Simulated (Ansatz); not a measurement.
Molecule (SMILES): [AlH] (AlH) (closed-shell singlet).
Atoms: Al1, H2. Bonds: Al1-H2.

Basis-set convergence of the optimised Al1-H2 bond length at B3LYP with Ansatz (a quantum-chemistry and plane-wave program). Cartesian d functions, on some or all atoms, in 6-31G*, 6-31+G*, 6-311G**, 6-311+G**; all else is spherical. The program fits the integrals of some runs and decomposes those of others, by size. No added dispersion term, no relativity. Reference: the value in aug-cc-pV(5+d)Z, 1.6586 Å, itself unsure by roughly 0.0005 Å (its mean distance from pcseg-4, aug-pcseg-3, aug-cc-pV(Q+d)Z). Deviations are taken from unrounded values.

```json
[
 {"basis": "6-31G*", "functions": "21", "optimised Al1-H2 bond length (Å)": "1.6731"},
 {"basis": "6-31+G*", "functions": "25", "optimised Al1-H2 bond length (Å)": "1.6731"},
 {"basis": "def2-SVP", "functions": "23", "optimised Al1-H2 bond length (Å)": "1.6665"},
 {"basis": "def2-SVPD", "functions": "32", "optimised Al1-H2 bond length (Å)": "1.6656"},
 {"basis": "pcseg-1", "functions": "23", "optimised Al1-H2 bond length (Å)": "1.6715"},
 {"basis": "aug-pcseg-1", "functions": "36", "optimised Al1-H2 bond length (Å)": "1.6686"},
 {"basis": "cc-pV(D+d)Z", "functions": "28", "optimised Al1-H2 bond length (Å)": "1.6701"},
 {"basis": "aug-cc-pV(D+d)Z", "functions": "41", "optimised Al1-H2 bond length (Å)": "1.6672"},
 {"basis": "6-311G**", "functions": "33", "optimised Al1-H2 bond length (Å)": "1.6659"},
 {"basis": "6-311+G**", "functions": "37", "optimised Al1-H2 bond length (Å)": "1.6655"},
 {"basis": "def2-TZVP", "functions": "43", "optimised Al1-H2 bond length (Å)": "1.6618"},
 {"basis": "def2-TZVPD", "functions": "52", "optimised Al1-H2 bond length (Å)": "1.6616"},
 {"basis": "pcseg-2", "functions": "48", "optimised Al1-H2 bond length (Å)": "1.6604"},
 {"basis": "aug-pcseg-2", "functions": "73", "optimised Al1-H2 bond length (Å)": "1.6595"},
 {"basis": "cc-pV(T+d)Z", "functions": "53", "optimised Al1-H2 bond length (Å)": "1.6605"},
 {"basis": "aug-cc-pV(T+d)Z", "functions": "78", "optimised Al1-H2 bond length (Å)": "1.6600"},
 {"basis": "def2-TZVPP", "functions": "56", "optimised Al1-H2 bond length (Å)": "1.6605"},
 {"basis": "def2-TZVPPD", "functions": "65", "optimised Al1-H2 bond length (Å)": "1.6604"},
 {"basis": "cc-pV(Q+d)Z", "functions": "94", "optimised Al1-H2 bond length (Å)": "1.6578"},
 {"basis": "aug-cc-pV(Q+d)Z", "functions": "135", "optimised Al1-H2 bond length (Å)": "1.6577"},
 {"basis": "pcseg-3", "functions": "97", "optimised Al1-H2 bond length (Å)": "1.6593"},
 {"basis": "aug-pcseg-3", "functions": "138", "optimised Al1-H2 bond length (Å)": "1.6589"},
 {"basis": "def2-QZVPP", "functions": "100", "optimised Al1-H2 bond length (Å)": "1.6590"},
 {"basis": "def2-QZVPPD", "functions": "109", "optimised Al1-H2 bond length (Å)": "1.6590"},
 {"basis": "cc-pV(5+d)Z", "functions": "155", "optimised Al1-H2 bond length (Å)": "1.6587"},
 {"basis": "aug-cc-pV(5+d)Z", "functions": "216", "optimised Al1-H2 bond length (Å)": "1.6586"}
]
```

What the diffuse functions change, pair by pair:
- 6-31G* to 6-31+G*: 4 more functions, deviation 0.0144 to 0.0144 Å
- def2-SVP to def2-SVPD: 9 more functions, deviation 0.0078 to 0.0070 Å
- pcseg-1 to aug-pcseg-1: 13 more functions, deviation 0.0129 to 0.0100 Å
- cc-pV(D+d)Z to aug-cc-pV(D+d)Z: 13 more functions, deviation 0.0114 to 0.0086 Å
- 6-311G** to 6-311+G**: 4 more functions, deviation 0.0072 to 0.0069 Å
- def2-TZVP to def2-TZVPD: 9 more functions, deviation 0.0031 to 0.0030 Å
- pcseg-2 to aug-pcseg-2: 25 more functions, deviation 0.0017 to 0.0009 Å
- cc-pV(T+d)Z to aug-cc-pV(T+d)Z: 25 more functions, deviation 0.0019 to 0.0013 Å
- def2-TZVPP to def2-TZVPPD: 9 more functions, deviation 0.0019 to 0.0018 Å
- cc-pV(Q+d)Z to aug-cc-pV(Q+d)Z: 41 more functions, deviation -0.0008 to -0.0010 Å
- pcseg-3 to aug-pcseg-3: 41 more functions, deviation 0.0007 to 0.0003 Å
- def2-QZVPP to def2-QZVPPD: 9 more functions, deviation 0.0004 to 0.0004 Å
- cc-pV(5+d)Z to aug-cc-pV(5+d)Z: 61 more functions, deviation 0.0001 to 0.0000 Å

Leaving out the reference's own pair, they bring the value nearer the reference by more than 0.0005 Å in 5 of 12 pairs.
